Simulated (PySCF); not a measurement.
**Simulated absorption spectrum**

Species: (H2In-mu-Cl)2.
Z-matrix (Å and degrees, PBE0-D3(BJ)/def2-SVP geometry), rows numbered from 1:
```
In
H   1  1.7070
H   1  1.7072  2  140.20
Cl  1  2.5783  2  104.18  3   135.15
In  4  2.5786  1   93.73  2   104.36
H   5  1.7072  4  104.12  1  -104.32
H   5  1.7070  4  104.65  1   103.51
Cl  1  2.5785  2  104.64  3  -135.03
```

Computed, not measured: TDDFT PBE0/def2-SVPD, vertical, gas phase, core orbitals frozen in the response, def2 core potentials past Kr (PySCF 2.14.0, density-fitted response routines). Spin–orbit coupling is left out.

Each state is given a Gaussian of 0.3 eV full width at half maximum, with ε(max) = 2.175×10⁸ f / Δν̃ (Δν̃ the width in cm⁻¹). The width is an assumption, not a result. The curve ends short of the highest state used, and states not computed would add to its high-energy end.

```
E (eV)  ε (L mol⁻¹ cm⁻¹)
  5.41                 0
  5.45                 0
  5.50                 0
  5.54                 0
  5.59                 0
  5.63                 0
  5.68                 0
  5.72                 0
  5.77                 0
  5.81                 0
  5.86                 0
  5.90                 0
  5.95                 0
  5.99                 0
  6.04                 0
  6.08                 1
  6.13                 3
  6.17                10
  6.22                36
  6.26                91
  6.31               256
  6.35               521
  6.40              1104
  6.44              1803
  6.49              2899
  6.53              3794
  6.58              4629
  6.62              4861
  6.67              4510
  6.71              3818
```

(1) Locate the maxima and give the states behind the curve.

(2) Coming from long wavelengths, where does ε first pass 100 L mol⁻¹ cm⁻¹?

(3) On this curve, what absorbance would a 10⁻⁵ mol/L sample give at 193 nm over a 1 cm path?

Answers

(1) 187 nm (6.62 eV), ε about 4900, made up of S5 (99%) (ε in L mol⁻¹ cm⁻¹; maxima over ε = 5, shares over 10%). The states used: S1 5.86 eV (f 0.0000); S2 6.46 eV (f 0.0000); S3 6.58 eV (f 0.0000); S4 6.58 eV (f 0.0000); S5 6.62 eV (f 0.054); S6 6.80 eV (f 0.0009); S7 6.91 eV (f 0.0000); S8 7.15 eV (f 0.059); S9 7.19 eV (f 0.0000); S10 7.31 eV (f 0.0000).

(2) At about 198 nm (6.26 eV), 0.41 eV above S1.

(3) 193 nm is 6.424 eV, where ε is about 1500 L mol⁻¹ cm⁻¹, so A = ε c l ≈ 0.015 (Beer–Lambert, with the gas-phase spectrum and the assumed width).

All these states lie below the vertical ionisation energy of 10.05 eV (ΔSCF).

One conformer stands for the species.
